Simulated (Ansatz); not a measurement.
Two members of one family (Series Mo(N)X3), computed with Ansatz in the gas phase; def2 core potentials for Mo, no spin–orbit coupling. The two geometries come from different levels. Binding counts from free atoms in the multiplicity of their measured ground term, without zero-point energy. The structures are stationary points that may keep the symmetry of their start. Remarks come from the PBE and PBE0 runs and from stability tests at other levels; not every state was tested.

First: MoNCl3 (singlet, charge 0, B3LYP-D4/def2-SVP geometry).

```xyz
5

Mo   -0.018    0.011   -0.035
N    -0.708    0.464   -1.435
Cl    0.938   -2.003   -0.451
Cl   -1.708   -0.102    1.472
Cl    1.496    1.629    0.449
```

| level | HOMO (eV) | LUMO (eV) | gap (eV) | binding per atom (eV) |
| --- | --- | --- | --- | --- |
| PBE-D4/def2-SVP | -7.87 | -4.78 | 3.09 | 3.88 |
| PBE-D4/def2-TZVPD | -7.97 | -4.88 | 3.09 | 3.83 |
| r2SCAN-D4/def2-TZVP | -8.30 | -4.89 | 3.41 | 3.53 |
| r2SCANh-D4/def2-TZVP | -8.81 | -4.62 | 4.19 | 3.39 |
| LC-ωPBE/def2-TZVP | -12.15 | -2.13 | 10.02 | 3.26 |

Metal–donor distances: 1 × N 1.62 Å, 3 × Cl 2.27 Å. Remarks: restricted SCF unstable in HF.

Second: MoNF3 (singlet, charge 0, PBE-D4/def2-SVP geometry).

```xyz
5

Mo    0.0302   -0.0311    0.0073
N    -1.1052    1.1233   -0.2599
F    -0.2090   -0.5315    1.7754
F     1.6480    0.8135   -0.3155
F    -0.3640   -1.3742   -1.2074
```

**Question.** Estimate the same table for the second.

**Answer.** 
```tsv
level	HOMO (eV)	LUMO (eV)	gap (eV)	binding per atom (eV)
PBE-D4/def2-SVP	-8.18	-4.09	4.09	4.80
PBE-D4/def2-TZVPD	-8.31	-4.21	4.11	4.68
r2SCAN-D4/def2-TZVP	-8.72	-4.20	4.52	4.30
r2SCANh-D4/def2-TZVP	-9.37	-3.89	5.48	4.11
LC-ωPBE/def2-TZVP	-12.81	-0.98	11.83	4.17
```

Metal–donor distances: 1 × N 1.64 Å, 3 × F 1.85 Å. Remarks: restricted SCF unstable in HF.
